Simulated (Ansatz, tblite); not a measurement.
Spin states of the cluster Li₃N⁻ (the lowest doublet isomer of a short search), each relaxed with PBE-D4/def2-TZVPD in Ansatz. Electronic energies in the gas phase.

The xTB rows come from tblite. LC-ωPBE has ω = 0.4 bohr⁻¹. B3LYP takes the VWN-RPA correlation. Correlated methods freeze 1 core orbital; core or outer-core shells of Li are correlated, in sets that lack core-valence functions. HOMO above LUMO, or a gap near zero within one spin, warns that the state may not be the lowest or that an electron is smeared out. The structure comes from a short search, and lower isomers may exist.

Doublet geometry (C3v within 0.1 Å):

```xyz
4

Li   -1.316   -0.819    0.764
Li   -0.170    0.568   -1.623
Li    1.374    0.474    0.935
N     0.112   -0.222   -0.076
```

Quartet geometry (C2v within 0.1 Å):

```xyz
4

Li    0.267    1.863   -0.311
Li   -0.956   -1.372   -0.918
Li    0.769   -0.549    1.377
N    -0.080    0.058   -0.147
```

⟨S²⟩: doublet 0.86 at PBE0-D4/def2-TZVPD (pure 0.75), quartet 3.75 at PBE0-D4/def2-TZVPD (pure 3.75).

Run but left out: HF/6-31G, HF/def2-TZVPD, MP2/def2-TZVPD (doublet: ⟨S²⟩ 1.72 to 1.77, where a pure state has 0.75); HF/def2-TZVPPD, MP2/def2-TZVPPD, CCSD/def2-TZVPPD, CCSD(T)/def2-TZVPPD (flagged by the program: lower state); B97M-V/def2-TZVPD (doublet: an occupied level 0.12 eV above an empty one).

Only these spin states were relaxed. The quartet has other bonds than the doublet, so the gap mixes isomer and spin.

```
                level  quartet − doublet (kJ/mol)  lowest of these                                                                                        remarks
             GFN1-xTB                       242.5          doublet                                                                                              –
             GFN2-xTB                       245.4          doublet                                                                                              –
    PBE-D4/def2-TZVPD                        56.7          doublet  HOMO above zero (doublet), HOMO above zero (quartet), gap within one spin near zero (quartet)
   BLYP-D4/def2-TZVPD                        61.1          doublet  HOMO above zero (doublet), HOMO above zero (quartet), gap within one spin near zero (quartet)
 r2SCAN-D4/def2-TZVPD                        39.9          doublet  HOMO above zero (doublet), HOMO above zero (quartet), spin-contaminated (⟨S²⟩ 0.93) (doublet)
       B3LYP-D4/6-31G                        30.9          doublet                                           HOMO above zero (doublet), HOMO above zero (quartet)
  B3LYP-D4/def2-TZVPD                        34.4          doublet                                           HOMO above zero (doublet), HOMO above zero (quartet)
   PBE0-D4/def2-TZVPD                        18.5          doublet  HOMO above zero (doublet), HOMO above zero (quartet), spin-contaminated (⟨S²⟩ 0.86) (doublet)
r2SCAN0-D4/def2-TZVPD                        13.2          doublet  HOMO above zero (doublet), HOMO above zero (quartet), spin-contaminated (⟨S²⟩ 1.01) (doublet)
   LC-ωPBE/def2-TZVPD                        -8.9          quartet                                                        spin-contaminated (⟨S²⟩ 0.86) (doublet)
   RPA@PBE/def2-TZVPD                        44.0          doublet                                                                                              –
```

Change of the quartet − doublet gap on mixing in exact exchange, in kJ/mol: PBE to PBE0 (25 % exact exchange) -38.2; BLYP to B3LYP (20 % exact exchange) -26.6; r2SCAN to r2SCAN0 (25 % exact exchange) -26.6.

The xTB methods have no term that favours high spin, so they put low spin too low.
